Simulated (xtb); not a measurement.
As₂, charge +1, doublet, from a rough starting geometry (a state made from the parent by changing its charge; the spin is typed, not shown lowest); xtb with GFN2-xTB.

Here is a job for xtb.
```
$ xtb mol.xyz --gfn 2 --chrg 1 --uhf 1 --opt vtight --json

# file mol.xyz
2

As     1.04761003     0.03290038     0.00556794
As    -1.03929790     0.01258461    -0.03151367
```

The log (banner, timings and long lists left out):

```
   ID    Z sym.   atoms
    1   33 As     1, 2

           -------------------------------------------------
          |                Calculation Setup                |
           -------------------------------------------------

           -------------------------------------------------
          |                 G F N 2 - x T B                 |
           -------------------------------------------------

          ...................................................
          :                      SETUP                      :
          :.................................................:
          :  # basis functions                  20          :
          :  # atomic orbitals                  18          :
          :  # shells                            6          :
          :  # electrons                         9          :
          :  max. iterations                   250          :
          :  Hamiltonian                  GFN2-xTB          :
          :  restarted?                      false          :
          :  GBSA solvation                  false          :
          :  PC potential                    false          :
          :  electronic temp.          300.0000000     K    :
          :  accuracy                    1.0000000          :
          :  -> integral cutoff          0.2500000E+02      :
          :  -> integral neglect         0.1000000E-07      :
          :  -> SCF convergence          0.1000000E-05 Eh   :
          :  -> wf. convergence          0.1000000E-03 e    :
          :  Broyden damping             0.4000000          :
          :  net charge                          1          :
          :  unpaired electrons                  1          :
          ...................................................

 iter      E             dE          RMSdq      gap      omega  full diag
   1     -4.2560665 -0.425607E+01  0.196E+01    2.85       0.0  T
   2     -4.2570942 -0.102763E-02  0.108E+01    2.90       1.0  T
   3     -4.2580227 -0.928480E-03  0.307E+00    2.97       1.0  T
   4     -4.2580305 -0.783775E-05  0.603E+00    2.98       1.0  T
   5     -4.2580406 -0.100795E-04  0.222E-01    2.98       1.0  T
   6     -4.2580406 -0.392067E-08  0.114E-01    2.98       1.0  T
   7     -4.2580406 -0.163168E-08  0.814E-03    2.98       8.7  T
   8     -4.2580406 -0.989608E-11  0.386E-04    2.98     183.3  T
   9     -4.2580406 -0.103029E-12  0.293E-05    2.98    2410.4  T

   *** convergence criteria satisfied after 9 iterations ***

         :::::::::::::::::::::::::::::::::::::::::::::::::::::
         ::                     SUMMARY                     ::
         :::::::::::::::::::::::::::::::::::::::::::::::::::::
         :: total energy              -4.236228661744 Eh    ::
         :: gradient norm              0.075467441240 Eh/a0 ::
         :: HOMO-LUMO gap              2.976974524725 eV    ::
         ::.................................................::
         :: SCC energy                -4.258040580686 Eh    ::
         :: -> isotropic ES            0.093495092291 Eh    ::
         :: -> anisotropic ES          0.001625112506 Eh    ::
         :: -> anisotropic XC         -0.000410377278 Eh    ::
         :: -> dispersion             -0.000992067524 Eh    ::
         :: repulsion energy           0.021811918942 Eh    ::
         :: add. restraining           0.000000000000 Eh    ::
         :: total charge               1.000000000761 e     ::
         :::::::::::::::::::::::::::::::::::::::::::::::::::::

      -----------------------------------------------------------
     |                   =====================                   |
     |                        A N C O P T                        |
     |                   =====================                   |
     |               Approximate Normal Coordinate               |
     |                Rational Function Optimizer                |
      -----------------------------------------------------------
      -----------------------------------------------------------
     |                   =====================                   |
     |                        A N C O P T                        |
     |                   =====================                   |
     |               Approximate Normal Coordinate               |
     |                Rational Function Optimizer                |
      -----------------------------------------------------------

          ...................................................
          :                      SETUP                      :
          :.................................................:
          :   optimization level         verytight          :
          :   max. optcycles                   200          :
          :   ANC micro-cycles                  20          :
          :   degrees of freedom                 1          :
          :.................................................:
          :   RF solver                   davidson          :
          :   write xtbopt.log                true          :
          :   linear (good luck)              true          :
          :   energy convergence         0.1000000E-06 Eh   :
          :   grad. convergence          0.2000000E-03 Eh/α :
          :   maxmium RF displ.          1.0000000          :
          :   Hlow (freq-cutoff)         0.1000000E-01      :
          :   Hmax (freq-cutoff)         5.0000000          :
          :   S6 in model hess.         20.0000000          :
          ...................................................

generating ANC from exact Hessian ...
Using Lindh-Hessian (1995)
 Shifting diagonal of input Hessian by    0.0000000000000000
 Lowest  eigenvalues of input Hessian
    0.000000    0.000000    0.000000    0.000000    0.000000    0.261684
 Highest eigenvalues
    0.000000    0.000000    0.000000    0.000000    0.000000    0.261684

........................................................................
[...]
 * total energy  :    -4.2362287 Eh     change        0.7105427E-14 Eh
 * total energy  :    -4.2366339 Eh     change       -0.4052054E-03 Eh
 * total energy  :    -4.2401239 Eh     change       -0.3490017E-02 Eh
 * total energy  :    -4.2404233 Eh     change       -0.2994100E-03 Eh
 * total energy  :    -4.2404698 Eh     change       -0.4648120E-04 Eh
 * total energy  :    -4.2404701 Eh     change       -0.2995489E-06 Eh
 * total energy  :    -4.2404702 Eh     change       -0.7756694E-07 Eh
   *** GEOMETRY OPTIMIZATION CONVERGED AFTER 7 ITERATIONS ***
[...]
          :  # atomic orbitals                  18          :
          :  # shells                            6          :
          :  # electrons                         9          :
          :  max. iterations                   250          :
          :  Hamiltonian                  GFN2-xTB          :
          :  restarted?                      false          :
          :  GBSA solvation                  false          :
          :  PC potential                    false          :
          :  electronic temp.          300.0000000     K    :
          :  accuracy                    1.0000000          :
          :  -> integral cutoff          0.2500000E+02      :
          :  -> integral neglect         0.1000000E-07      :
          :  -> SCF convergence          0.1000000E-05 Eh   :
          :  -> wf. convergence          0.1000000E-03 e    :
          :  Broyden damping             0.4000000          :
          :  net charge                          1          :
          :  unpaired electrons                  1          :
          ...................................................

 iter      E             dE          RMSdq      gap      omega  full diag
   1     -4.2512643 -0.425126E+01  0.101E-06    2.58       0.0  T
   2     -4.2512643 -0.301981E-13  0.916E-07    2.58   77176.9  T
   3     -4.2512643 -0.888178E-15  0.105E-06    2.58   67140.5  T

   *** convergence criteria satisfied after 3 iterations ***

         :::::::::::::::::::::::::::::::::::::::::::::::::::::
         ::                     SUMMARY                     ::
         :::::::::::::::::::::::::::::::::::::::::::::::::::::
         :: total energy              -4.240470152276 Eh    ::
         :: gradient norm              0.000000755843 Eh/a0 ::
         :: HOMO-LUMO gap              2.578718473862 eV    ::
         ::.................................................::
         :: SCC energy                -4.251264276532 Eh    ::
         :: -> isotropic ES            0.090797782349 Eh    ::
         :: -> anisotropic ES          0.000957839016 Eh    ::
         :: -> anisotropic XC         -0.000058416402 Eh    ::
         :: -> dispersion             -0.000991390432 Eh    ::
         :: repulsion energy           0.010794124256 Eh    ::
         :: add. restraining           0.000000000000 Eh    ::
         :: total charge               1.000000000000 e     ::
         :::::::::::::::::::::::::::::::::::::::::::::::::::::

           -------------------------------------------------
          |                Property Printout                |
           -------------------------------------------------

    * Orbital Energies and Occupations

         #    Occupation            Energy/Eh            Energy/eV
      -------------------------------------------------------------
         1        2.0000           -0.9189681             -25.0064
         2        2.0000           -0.8778247             -23.8868
         3        2.0000           -0.6507792             -17.7086
         4        1.5000           -0.6366620             -17.3245
         5        1.5000           -0.6366620             -17.3245 (HOMO)
         6                         -0.5418958             -14.7457 (LUMO)
         7                         -0.5418958             -14.7457
         8                         -0.3222397              -8.7686
         9                         -0.2215528              -6.0288
        10                         -0.2215528              -6.0288
        11                         -0.1506275              -4.0988
        12                         -0.1506275              -4.0988
        13                         -0.1321692              -3.5965
        14                         -0.1321692              -3.5965
        15                         -0.0367161              -0.9991
        16                          0.0678224               1.8455
       ...                                ...                  ...
        18                          0.9206290              25.0516
      -------------------------------------------------------------
                  HL-Gap            0.0947662 Eh            2.5787 eV
             Fermi-level           -0.6129704 Eh          -16.6798 eV

     #   Z          covCN         q      C6AA      α(0)
     1  33 As       0.980     0.500   232.353    28.925
     2  33 As       0.980     0.500   232.353    28.925

 Mol. C6AA /au·bohr⁶  :        929.411786
 Mol. C8AA /au·bohr⁸  :      71585.639279
 Mol. α(0) /au        :         57.850488

Wiberg/Mayer (AO) data.
largest (>0.10) Wiberg bond orders for each atom

 ---------------------------------------------------------------------------
     #   Z sym  total        # sym  WBO       # sym  WBO       # sym  WBO
 ---------------------------------------------------------------------------
     1  33 As   2.127 --     2 As   2.127
     2  33 As   2.127 --     1 As   2.127
 ---------------------------------------------------------------------------

Topologies differ in total number of bonds
Writing topology from bond orders to xtbtopo.mol

molecular dipole:
                 x           y           z       tot (Debye)
 q only:        0.008       0.043      -0.025
   full:        0.008       0.043      -0.025       0.127
molecular quadrupole (traceless):
                xx          xy          yy          xz          yz          zz
 q only:        4.240       0.062      -2.120       0.113      -0.000      -2.120
  q+dip:        1.406       0.021      -0.702       0.037      -0.001      -0.704
   full:       -0.578      -0.008       0.290      -0.016      -0.002       0.288

optimized geometry written to: xtbopt.xyz

           -------------------------------------------------
          | TOTAL ENERGY               -4.240470152276 Eh   |
          | GRADIENT NORM               0.000000755843 Eh/α |
          | HOMO-LUMO GAP               2.578718473862 eV   |
           -------------------------------------------------
```
